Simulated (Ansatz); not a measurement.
Cost and result for the atomization energy of `N=[C]1O[SiH2][SnH2]1` (10 atoms, 10 bonds).

```xyz
10

N     1.428    1.278    1.432
C     0.712    0.659    0.614
O     0.757    1.001   -0.715
Si   -0.268    0.072   -1.678
Sn   -0.779   -0.996    0.570
H     1.301    0.928    2.376
H     0.517   -0.664   -2.699
H    -1.270    0.938   -2.344
H    -2.221   -0.692    1.425
H    -0.176   -2.524    1.019
```

The species carries charge 0 and has multiplicity 1. Correlated methods include outer-core shells of Sn, which these sets cover unevenly. Sn takes the def2 core potential. The structure was optimised at the PBE0-D4/def2-TZVP level. It is one conformer, not always the lowest. Program: Ansatz. All runs use 4 threads of an Intel Xeon 6975P-C on a shared host. Times are those of one run each, without the atoms' runs, and a repeat can differ threefold. Electronic energies, without spin–orbit coupling; frozen cores. CCSD(T)/CBS adds CCSD(T) − MP2 in def2-TZVPP to the MP2 limit, and its time is that of the two runs behind it. T1 = 0.016. With those shells the extrapolation isn't a true limit. B3LYP takes the VWN-RPA correlation (the form of Gaussian; ORCA's B3LYP/G).

CCSD(T)/CBS is a level of theory with its own doubt, some kJ/mol a heavy atom from the limit and from the frozen cores, so smaller differences don't rank the functionals.

| level | functions | wall time |
| --- | --- | --- |
| LDA (SPW92)/def2-TZVPP | 255 | 1.4 s |
| PBE-D4/def2-TZVPP (with forces) | 255 | 2.3 s |
| PBE0-D4/def2-TZVPP | 255 | 2.9 s |
| r2SCAN-D4/def2-TZVPP (with forces) | 255 | 3.6 s |
| B3LYP-D4/def2-TZVPP (with forces) | 255 | 4.3 s |
| PBE-QIDH/def2-TZVPP | 255 | 5.5 s |
| ωB97X-V/def2-TZVPP | 255 | 6 s |
| B2PLYP/def2-TZVPP | 255 | 6 s |
| CCSD(T)/def2-SVP | 111 | 6 s |
| ωB97M-V/def2-TZVPP (with forces) | 255 | 9 s |
| MP2/def2-QZVPP | 473 | 18 s |
| CCSD(T)/def2-TZVPP | 255 | 79 s |
| CCSD(T)/CBS(def2) | – | 97 s |

(1) What atomization energy does each give, and how far from CCSD(T)/CBS? (Estimate.)

## Answers

(1) The calculation gave: 
| level | atomization (kJ/mol) | difference from CCSD(T)/CBS | per bond |
| --- | --- | --- | --- |
| LDA (SPW92)/def2-TZVPP | 3907.9 | 565.6 | 56.6 |
| PBE-D4/def2-TZVPP (with forces) | 3419.1 | 76.8 | 7.7 |
| PBE0-D4/def2-TZVPP | 3321.0 | -21.3 | -2.1 |
| r2SCAN-D4/def2-TZVPP (with forces) | 3335.0 | -7.3 | -0.7 |
| B3LYP-D4/def2-TZVPP (with forces) | 3325.5 | -16.8 | -1.7 |
| PBE-QIDH/def2-TZVPP | 3279.8 | -62.5 | -6.2 |
| ωB97X-V/def2-TZVPP | 3361.7 | 19.4 | 1.9 |
| B2PLYP/def2-TZVPP | 3279.2 | -63.1 | -6.3 |
| CCSD(T)/def2-SVP | 3057.0 | -285.3 | -28.5 |
| ωB97M-V/def2-TZVPP (with forces) | 3338.2 | -4.1 | -0.4 |
| MP2/def2-QZVPP | 3341.3 | -1.0 | -0.1 |
| CCSD(T)/def2-TZVPP | 3227.3 | -115.0 | -11.5 |
| CCSD(T)/CBS(def2) | 3342.3 | 0.0 | 0.0 |

At CCSD(T), def2-SVP lies −285.2 kJ/mol from the extrapolated value and def2-TZVPP −115.0 kJ/mol: correlation converges slowly with the basis, and small sets miss more of it in the bonded molecule than in its fragments. From r2SCAN to r2SCAN0 (25 % exact exchange), in def2-TZVPP and without D4, the atomization energy moves by −87.1 kJ/mol: exact exchange takes away binding that semilocal exchange gives to molecules. The D4 term adds +41.7 kJ/mol with B3LYP and +21.8 kJ/mol with PBE0; it sums over pairs of atoms, weighted by their polarisabilities, and B3LYP, whose exchange is more repulsive, gets the larger term.

Spin–orbit coupling would lower the free Sn atoms strongly, and the atomization energy with them, by more than many differences here. For some Ge, Se and Sn compounds the MP2-based and the directly extrapolated limit differ by 10 to 25 kJ/mol.
